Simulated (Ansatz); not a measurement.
`C[C@@]1(F)N[Si@@H]1N`. Charge 0, multiplicity 1. All single points use the PBE0-D4/def2-TZVP geometry. It is one conformer, not always the lowest.

```xyz
13

C     1.818   -0.386   -0.790
C     0.602    0.311   -0.262
F     0.967    1.634    0.044
N    -0.618    0.241   -1.012
Si   -0.927   -0.380    0.521
N    -1.979    0.425    1.571
H     2.138    0.075   -1.732
H     1.605   -1.440   -0.975
H     2.643   -0.315   -0.080
H    -0.707    0.282   -2.015
H    -1.112   -1.833    0.746
H    -2.420   -0.043    2.344
H    -2.011    1.428    1.640
```

(1) What is the dipole moment at B3LYP/def2-TZVPP? (Best estimate.)

(2) And with PBE, r2SCAN, ωB97M-V? (Estimate.)

(3) Give the Mulliken charges with B3LYP, ωB97M-V, r2SCAN in def2-TZVPP. (Best estimate.)

Answers

(1) Ansatz gave: 2.14 D, with components (-1.44, -1.50, 0.52) D in this frame, pointing from negative to positive charge.

(2) Ansatz gave: PBE 1.95 D, r2SCAN 2.03 D, ωB97M-V 2.15 D.

(3) The calculation gave: 
```json
{"atom": "C1", "B3LYP": "-0.23", "ωB97M-V": "-0.27", "r2SCAN": "-0.13"}
{"atom": "C2", "B3LYP": "0.19", "ωB97M-V": "0.10", "r2SCAN": "0.17"}
{"atom": "F3", "B3LYP": "-0.26", "ωB97M-V": "-0.25", "r2SCAN": "-0.26"}
{"atom": "N4", "B3LYP": "-0.34", "ωB97M-V": "-0.31", "r2SCAN": "-0.38"}
{"atom": "Si5", "B3LYP": "0.50", "ωB97M-V": "0.49", "r2SCAN": "0.57"}
{"atom": "N6", "B3LYP": "-0.42", "ωB97M-V": "-0.37", "r2SCAN": "-0.47"}
{"atom": "H7", "B3LYP": "0.07", "ωB97M-V": "0.10", "r2SCAN": "0.04"}
{"atom": "H8", "B3LYP": "0.07", "ωB97M-V": "0.09", "r2SCAN": "0.04"}
{"atom": "H9", "B3LYP": "0.09", "ωB97M-V": "0.11", "r2SCAN": "0.05"}
{"atom": "H10", "B3LYP": "0.12", "ωB97M-V": "0.10", "r2SCAN": "0.13"}
{"atom": "H11", "B3LYP": "-0.09", "ωB97M-V": "-0.05", "r2SCAN": "-0.10"}
{"atom": "H12", "B3LYP": "0.14", "ωB97M-V": "0.12", "r2SCAN": "0.16"}
{"atom": "H13", "B3LYP": "0.16", "ωB97M-V": "0.14", "r2SCAN": "0.18"}
```

B3LYP here is the variant with VWN-RPA as its local correlation; programs differ in this.
